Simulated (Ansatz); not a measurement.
A nudged elastic band was laid between two geometries of BH6O2PSi (11 atoms, charge 0, multiplicity 1).

Level of theory: RKS PBE0-D4/def2-SVP (Ansatz).

```yaml
movable_images: 5
climbing_image: yes
spring: 5.0 eV/Å²
optimiser: quadratic models (default)
start_path: through a guess of the saddle point
force_threshold: 0.05 eV/Å
iteration_limit: 60
end_points: relaxed
```

Image 0:

```xyz
11
Properties=species:S:1:pos:R:3
B -0.487 2.074 0.912
O -0.264 1.025 0.090
P 1.305 0.343 -0.145
Si 0.404 -1.757 -0.228
O -1.097 -1.583 -0.915
H 0.432 2.604 1.501
H -1.636 2.439 1.019
H 1.287 0.442 -1.574
H 0.339 -2.282 1.169
H 1.251 -2.655 -1.061
H -1.469 -0.706 -0.747
```

Image 6:

```xyz
11
Properties=species:S:1:pos:R:3
B -0.493 2.091 0.897
O -0.277 1.007 0.118
P 1.298 0.332 -0.112
Si 0.408 -1.773 -0.234
O -1.106 -1.583 -0.888
H -1.641 2.453 1.009
H 0.432 2.653 1.442
H 1.296 0.452 -1.540
H 0.370 -2.347 1.145
H 1.247 -2.638 -1.110
H -1.467 -0.703 -0.708
```

(1) Which bonds break or form, and what moves?

(2) Give the energies along the band, and the barrier.

(3) What is the geometry of the highest image?

(4) What are the harmonic wavenumbers there?

Results:

(1) No bond is made or broken. The dihedral H7–B1–O2–P3 changes from -178 to 2° by way of a nearly straight angle B1–O2–P3 (up to 166°), not by a turn about the bond.

(2) The run converged. The highest image is number 2 of 0 to 6, 0.36 eV above the ends, which have the same energy within 2 meV. A vibrational analysis at the climbing image gives one clearly imaginary mode, 228i cm⁻¹: a first-order saddle point.

| image | path coordinate (Å) | energy (eV) | angle B1–O2–P3 (°) |
| --- | --- | --- | --- |
| 0 | 0.00 | 0.00 | 123 |
| 1 | 1.46 | 0.06 | 128 |
| 2 | 2.91 | 0.36 | 166 |
| 3 | 3.98 | 0.12 | 132 |
| 4 | 5.04 | 0.05 | 124 |
| 5 | 6.10 | 0.02 | 122 |
| 6 | 7.17 | 0.00 | 122 |

(3) 
```xyz
11
Properties=species:S:1:pos:R:3:forces:R:3
B -0.462 2.100 1.013 -0.01 -0.01 -0.01
O 0.313 1.194 0.406 0.02 0.02 0.02
P 1.548 0.207 -0.087 0.00 -0.01 -0.01
Si 0.332 -1.707 -0.302 0.00 0.00 0.00
O -1.023 -1.539 -1.253 0.00 0.00 0.00
H -0.596 3.196 0.507 0.00 0.00 0.00
H -1.039 1.793 2.038 0.00 0.00 0.00
H 1.510 0.489 -1.494 0.00 0.00 0.00
H -0.018 -2.133 1.088 0.00 0.00 0.00
H 1.205 -2.715 -0.964 0.00 0.00 0.00
H -1.705 -0.942 -0.932 0.00 0.00 0.00
```

(4) 228i, 40, 100, 107, 134, 218, 249, 423, 497, 671, 680, 734, 835, 882, 893, 927, 954, 991, 1047, 1242, 1459, 2222, 2262, 2351, 2527, 2622, 3928 cm⁻¹.

The run took 8.8 min on 2 threads of AMD EPYC 7B13 (Zen 3), on a shared host, peak memory 0.26 GiB.
